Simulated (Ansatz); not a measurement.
Calculated with Ansatz (gas phase, PBE0-D4/def2-TZVP geometries, no zero-point term in ΔE). CCSD(T)/CBS adds triple-zeta CCSD(T) − MP2 to the extrapolated MP2 energy (def2 sets, frozen cores). DFT in def2-TZVPP. B3LYP here is the variant with VWN-RPA as its local correlation; programs differ in this. Elements past krypton have def2 core potentials. For Ge, Sb outer-core shells are correlated without core-valence functions, which leaves a few kJ/mol of doubt a bond. Scalar relativity is left out up to krypton. One conformer a species, not always the lowest.

Reaction (redistribution): `[NH2][SbH][OH]` + `[BH2][GeH]([CH3])[CH3]` → `[CH3][SbH][OH]` + `[BH2][GeH]([CH3])[NH2]`

`[NH2][SbH][OH]`:

```xyz
7

N    -1.187    0.250   -0.279
Sb    0.329   -0.090    0.995
O     1.576   -0.901   -0.296
H    -2.117    0.119    0.087
H    -1.147    1.056   -0.884
H     1.117    1.413    0.749
H     1.429   -1.847   -0.370
```

`[BH2][GeH]([CH3])[CH3]`:

```xyz
13

B     0.293   -1.019   -1.838
Ge   -0.291    0.204   -0.287
C    -1.127   -0.760    1.203
C     1.151    1.345    0.398
H     1.177   -0.702   -2.580
H    -0.267   -2.053   -2.060
H    -1.370    1.133   -0.912
H    -1.505   -0.058    1.947
H    -0.400   -1.416    1.687
H    -1.957   -1.371    0.846
H     1.603    1.919   -0.412
H     1.928    0.737    0.865
H     0.764    2.041    1.144
```

`[CH3][SbH][OH]`:

Cartesian coordinates in Å:
```
C -0.074 -0.513 -1.073
Sb -0.880 0.569 0.591
O 0.617 0.062 1.780
H -0.452 -0.095 -2.008
H -0.361 -1.561 -1.003
H 1.011 -0.423 -1.042
H -0.161 2.045 0.081
H 0.300 -0.083 2.674
```

`[BH2][GeH]([CH3])[NH2]`:

Z-matrix (Å, degrees):
```
Ge
C 1 1.972
N 1 1.851 2 113.2
B 1 2.057 2 109.8 3 -122.3
H 1 1.546 2 107.2 3 115.4
H 2 1.092 1 110.7 3 -176.3
H 2 1.091 1 110.8 3 63.0
H 2 1.091 1 109.5 3 -56.6
H 3 1.011 1 114.9 2 55.2
H 3 1.011 1 113.9 2 -70.6
H 4 1.196 1 121.8 2 109.2
H 4 1.196 1 120.5 2 -68.6
```

```json
{"level": "r2SCAN-D4", "ΔE (kJ/mol)": "3.9"}
{"level": "ωB97X-V", "ΔE (kJ/mol)": "3.2"}
{"level": "r2SCAN", "ΔE (kJ/mol)": "3.9"}
{"level": "B3LYP", "ΔE (kJ/mol)": "3.3"}
{"level": "MP2/def2-TZVPP", "ΔE (kJ/mol)": "0.6"}
{"level": "CCSD/def2-TZVPP", "ΔE (kJ/mol)": "-0.4"}
{"level": "MP2/def2-QZVPP", "ΔE (kJ/mol)": "1.7"}
{"level": "HF/CBS(def2)", "ΔE (kJ/mol)": "-2.8"}
```

(1) What does CCSD(T)/CBS give? (Estimate.)

Largest T1 diagnostic among the species: 0.014.

## Answers

(1) The calculation gave: +1.7 kJ/mol. The listed levels differ from it by 2.2, 1.5, 2.2, 1.6, -1.1, -2.1, 0.0, -4.5 kJ/mol.

In def2-TZVPP, CCSD(T) changes the Hartree–Fock value by +3.7 kJ/mol (the triples alone add +0.6 kJ/mol) and MP2 by +4.1 kJ/mol.
